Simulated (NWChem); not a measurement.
Species: ZnIF; SMILES [F][Zn][I]

```xyz
3

Zn    -0.1716     1.1237     0.0000
F     -0.4213     2.8480     0.0000
I      0.1743    -1.2605     0.0000
```
Atoms are numbered in this order, from 1.

The geometry was optimised at PBE0/def2-SVP. def2 effective core potentials on I; no spin-orbit coupling.

**Question.** List the 6 lowest vertical singlet excitations from Hartree-Fock/def2-SVP with def2 effective core potentials on I, TDHF (NWChem).

**Answer.** 
| state | energy (eV) | oscillator strength | leading excitation (squared amplitude) |
|---|---|---|---|
| S1 | 6.17 | 0.025 | HOMO → LUMO (0.90) |
| S2 | 6.17 | 0.025 | HOMO−1 → LUMO (0.90) |
| S3 | 8.11 | 0.353 | HOMO−2 → LUMO (0.83) |
| S4 | 9.35 | 0.000 | HOMO−1 → LUMO+1 (0.49) |
| S5 | 9.35 | 0.000 | HOMO−1 → LUMO+2 (0.49) |
| S6 | 9.35 | 0.000 | HOMO → LUMO+2 (0.49) |
